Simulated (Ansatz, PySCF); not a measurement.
B(AsH2)(Me)2 (C2H8AsB), SMILES CB(C)[AsH2].

The structure is a stationary point at PBE0-D3(BJ)/def2-SVP. The structure was generated by enumeration, and PubChem lists no compound with its InChIKey, so it may never have been made.

Vertical ionisation energy (IE) and electron affinity (EA) in eV. Rows of orbital energies are one-electron estimates. Where ΔSCF, EOM or ADC give a negative EA the extra electron is unbound and the value depends on the basis.

| level | IE | EA |
|---|---|---|
| −ε(HOMO), −ε(LUMO), M06-2X/def2-TZVP (PySCF) | 7.95 | 0.06 |
| −ε(HOMO), −ε(LUMO), PBE/def2-TZVP (PySCF) | ___ | ___ |
| ΔSCF, PBE0/def2-SVPD (Ansatz), final states of multiplicity 2 and 2 | 8.98 | -0.68 |
| ΔSCF, PBE/def2-SVPD (Ansatz), final states of multiplicity 2 and 2 | 8.85 | -0.60 |

### Question
What belongs in the gaps? (An estimate is asked for; the answer gives what the named calculation found.)

### Answer

- −ε(HOMO), −ε(LUMO), PBE/def2-TZVP (PySCF), IE: 5.85
- −ε(HOMO), −ε(LUMO), PBE/def2-TZVP (PySCF), EA: 1.87

### Question
What vertical singlet–triplet gap does ΔSCF give with PBE0/def2-SVPD (Ansatz, an electronic-structure program) and with PBE/def2-SVPD (Ansatz)? (The exact figures need the calculation; the answer reports its results.)

### Answer
3.96 and 3.82 eV (triplet above singlet where positive).
